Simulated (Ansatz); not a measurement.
Molecule: ZrO (charge 0, singlet). SMILES: [O]=[Zr]
Coordinates optimised at B3LYP-D3(BJ)/def2-TZVP (Ansatz, an electronic-structure program):
```xyz
2

Zr     0.0000     0.0000    -0.2863
O      0.0000     0.0000     1.4315
```

Wanted: atomisation energy (electronic, to ground-state atoms), in kcal/mol. Valence correlation only, unless marked. Open shells are spin-unrestricted. No spin-orbit coupling. Frozen are the shells of the preceding noble gas and the d and f shells that filled before the atom's block. Past Kr the def2 sets carry scalar-relativistic core potentials. The coupled-cluster limit lacks core correlation, which all-electron functionals hold. CBS(X,Y): correlation extrapolated as X^-3; Hartree-Fock from the larger set. The bracket is a focal-point correction in the basis named.

```tsv
level	program	atomisation energy (kcal/mol)
HF/def2-SVP	Ansatz	80.0
HF/def2-TZVPP	Ansatz	82.5
SVWN5/def2-TZVPD	Ansatz	224.0
BLYP/def2-TZVPD	Ansatz	188.0
B2PLYP-D4/def2-TZVPD	Ansatz + dftd4	181.5
PBE-QIDH/def2-TZVPD	Ansatz	173.6
RPA@PBE/def2-QZVPP	Ansatz	179.6
MP2/def2-TZVPPD	Ansatz	192.9
MP2/def2-QZVPPD	Ansatz	196.9
RI-MP2/def2-TZVPPD	Ansatz	192.9
SCS-MP2/def2-QZVPPD	Ansatz	190.9
CCSD/def2-QZVPP	Ansatz	166.9
CCSD(T)/def2-SVP	Ansatz	169.0
RI-MP2/CBS(def2-TZVPP,def2-QZVPP)+[CCSD(T)-MP2]/def2-SVP	Ansatz	182.9
CCSD(T)/CBS(def2-TZVPPD,def2-QZVPPD)	Ansatz	181.0
```

The Hartree-Fock reference is unstable (checked in the largest basis), which strains HF and MP2. The T1 diagnostic of CCSD in the largest basis is 0.032, which is high, so the coupled-cluster rows are less sure than usual.
